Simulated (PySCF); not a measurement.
## ¹⁹F chemical shifts

Relativity neglected, one averaged value for each set of equivalent atoms, one computed conformer, gas phase. GFN2-xTB geometry; shieldings: GIAO PBE0/pcSseg-1; PySCF 2.14.

Shieldings were converted by a linear fit to measured shifts: ¹⁹F (scatter 6.0 ppm rms, 7.0 ppm with the 5 outliers that the fit left out vs CFCl3, solution or neat liquid, with a term for F on sp3 carbon). Occasional misses reach two or three times the rms, and more in compound classes unlike the fitted ones.

**Question.** Give the ¹⁹F shifts of `CO[C@@H](C)[C@@H](F)S(=O)(=O)Cl`.

**Answer.** 
| compound | environment | δ (ppm) |
| --- | --- | --- |
| CO[C@@H](C)[C@@H](F)S(=O)(=O)Cl | fluorine on an sp3 carbon | -162.2 |

**Question.** Order these by ¹⁹F shift, lowest first.
A. O=[P@@H]1CCC[C@@H](F)[C@@H]1[SiH3]
B. CCn1nc(F)cc1C#N
C. FC(F)(F)Cl
D. C/C(CC#N)=C(/C#N)C(F)(F)F
E. C#CCn1nc(C)c(F)n1
F. FCCCl

**Answer.** F (-210.3 ppm, fluorine on an sp3 carbon), A (-166.3 ppm, fluorine on an sp3 carbon), E (-151.2 ppm, aryl fluorine), B (-134.4 ppm, aryl fluorine), D (-59.6 ppm, fluorine of a CF3 group), C (-26.3 ppm, fluorine of a CF3 group).
